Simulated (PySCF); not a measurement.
## C6H7NO: calculation and literature

Atoms are numbered as in `[CH3:1][O:2][c:3]1[cH:4][cH:5][n:6][cH:7][cH:8]1`; H(Xn) means a hydrogen on atom n.

PySCF 2.14 calculation with PBE0/pcSseg-1 with gauge-including orbitals and PBE0-D3(BJ)/def2-SVP structure; gas phase, one computed conformer, non-relativistic, rapidly exchanging positions averaged.

Reference values: estimated from measurements, as parent shift plus tabulated substituent increment (solution, not stated per compound (mostly CDCl3 or CCl4); Pretsch, Buehlmann, Badertscher, Structure Determination of Organic Compounds, 4th ed. (2009)).
```tsv
atoms	quantity	reference	computed	computed, scaled
C3	δ ¹³C	164.9	169.7	163.4
C5/C7	δ ¹³C	150.7	156.8	150.9
C4/C8	δ ¹³C	109.8	112.7	108.3
H(C5)/H(C7)	δ ¹H	8.43	8.57	8.35
H(C4)/H(C8)	δ ¹H	6.83	6.61	6.49
```

Computed shifts are σ(ref) − σ with the named reference compound (TMS for H and C) calculated as an isolated molecule at the same level. The measured values may be among those fitted. Scaled to experiment by linear calibration (H and C: mostly CDCl3 data, vs TMS): ¹³C (scatter 1.9 ppm rms, 2.3 ppm with the 23 outliers that the fit left out); ¹H (scatter 0.21 ppm rms, 0.22 ppm with the 3 outliers that the fit left out). Occasional misses reach two or three times the rms, and more in compound classes unlike the fitted ones.

(1) How far are the unscaled ¹³C shifts from the references?

(2) How far are the unscaled ¹H shifts from the references?

Answers

(1) Mean signed difference +4.60 ppm, mean absolute 4.60 ppm over 3 comparisons; the largest is +6.1 ppm at C5/C7 (aromatic CH next to a ring nitrogen).

(2) Mean signed difference -0.04 ppm, mean absolute 0.18 ppm over 2 comparisons; the largest is -0.22 ppm at H(C4)/H(C8) (hydrogen on an aromatic CH).

5 of the 10 published NMR values on file for this molecule are compared.

The carbons averaged at δ 112.7 differ by 9 ppm in this conformer.
